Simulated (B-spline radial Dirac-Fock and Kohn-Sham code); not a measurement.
# Binding energies of Ru²³⁺ at several levels of theory

System: Ru²³⁺ in the configuration 1s2 2s2 2p6 3s2 3p6 3d3.

The density-functional columns are spherical, spin-unpolarised Dirac-Kohn-Sham results without Breit or QED terms: −ε is minus the orbital energy of the initial state and ΔSCF the difference of two total energies. The reference in the last column comes from ΔSCF Dirac-Fock with Breit, self-energy and vacuum polarisation, finite nucleus, configuration average. All numbers are from an atomic code on a B-spline grid, in eV; a selection of levels is shown. For the 1s level of heavy atoms much of the gap between ΔSCF and the reference is the Breit and QED part, -63.9 eV here; for other levels the error of the functional can be larger.

| level | LDA −ε | LDA ΔSCF | Dirac-Fock |
| --- | --- | --- | --- |
| K (1s) | 22821.6 | 23134.0 | 23077.7 |
| L1 (2s) | 4061.4 | 4132.6 | 4170.8 |
| L2 (2p1/2) | 3829.6 | 3913.7 | 3914.0 |
| L3 (2p3/2) | 3697.8 | 3778.8 | 3783.5 |
| M1 (3s) | 1336.1 | 1366.3 | 1383.7 |
| M2 (3p1/2) | 1249.9 | 1281.1 | 1282.5 |
| M3 (3p3/2) | 1222.4 | 1252.9 | 1255.1 |
| M4,5 (3d) | 1077.8 | 1111.8 | 1110.3 |

Values without a named source are computed, but for edge energies of neutral atoms, which are taken from tables.
